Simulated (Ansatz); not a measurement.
Input file for Ansatz (a program for electronic structure): R-B97M-V/def2-TZVPPD on ClH3Si (SMILES [SiH3]Cl) with ghost functions. Files ending in .json are basis or fitting sets from the Basis Set Exchange.

Ansatz 0.2 input:
```yaml
crystal:
  periodic: [false, false, false]
  atoms:
    - {symbol: Si, position_ang: [0.13680163, 1.01731671, 4.02224393]}
    - {symbol: Cl, position_ang: [0.02365325, -1.00042263, 3.58067624]}
    - {symbol: H, position_ang: [-0.86006009, 1.73101023, 3.20238524]}
    - {symbol: H, position_ang: [1.49957414, 1.48765573, 3.71076868]}
    - {symbol: H, position_ang: [-0.15494292, 1.18848853, 5.45893381]}
basis:
  gaussian:
    orbitals: def2-TZVPPD.json
    ghost_atoms:
      - {symbol: Si, position_ang: [0.04874445, 0.00566945, 0.02378797]}
      - {symbol: H, position_ang: [0.53973453, -1.38819971, 0.05790655]}
      - {symbol: H, position_ang: [0.06935450, 0.50378241, -1.37126734]}
      - {symbol: H, position_ang: [0.92632966, 0.86328202, 0.85211315]}
      - {symbol: H, position_ang: [-1.33320496, 0.06924721, 0.54633631]}
hamiltonian:
  xc: {name: B97M-V}
scf: {lower_state_search: off}
```

The head of its log:

```
Functional definition: B97M-V
[...]
these checks for a lower state are left out or cut short: stability, starts, cluster_reference, orbital_swaps, neighbouring_geometries, increment
integrals: 0.25 GiB planned
1316 factors; their error is unknown
mean field: 1.49 GiB planned
mean field evaluation 1: about -20445.0714 eV, gradient 1.4e1 eV
mean field evaluation 2: about -20445.4205 eV, gradient 1.0e1 eV
```

Task: Predict the final total energy.

Result: -751.3636 hartree.
